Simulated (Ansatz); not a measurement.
Consider the ligand exchange at the Si–C bond: `CC[SiH2]C#N` + `O[SiH3]` → `CC[SiH2]O[SiH3]` + `C#N`.

Computed with Ansatz on PBE0-D4/def2-TZVP structures; ΔE is electronic, products minus reactants. CCSD(T)/CBS is the MP2 limit (def2-TZVPP, def2-QZVPP) plus CCSD(T) − MP2 in def2-TZVPP, frozen cores. This one scheme is used for every species. Functionals use def2-TZVPP. One conformer a species, not always the lowest.

**Question.** Is it downhill or uphill in electronic energy at CCSD(T)/CBS, and by how much? (Best estimate.)

**Answer.** The calculation gave: Downhill: ΔE = -0.67 eV.

**Question.** What do these levels give: ωB97M-V, MP2/def2-TZVPP, CCSD(T)/def2-TZVPP, HF/def2-QZVPP, MP2/def2-QZVPP, MP2/CBS(def2)? (Best estimate.)

**Answer.** The calculation gave: ωB97M-V -0.65, MP2/def2-TZVPP -0.65, CCSD(T)/def2-TZVPP -0.66, HF/def2-QZVPP -0.78, MP2/def2-QZVPP -0.66, MP2/CBS(def2) -0.66 eV.

Largest T1 diagnostic among the species: 0.014.

From PBE to PBE0 (25 % exact exchange), in def2-TZVPP and without D4, ΔE moves by −0.06 eV. In def2-TZVPP, CCSD(T) changes the Hartree–Fock value by +0.11 eV (the triples alone add +0.02 eV) and MP2 by +0.12 eV.
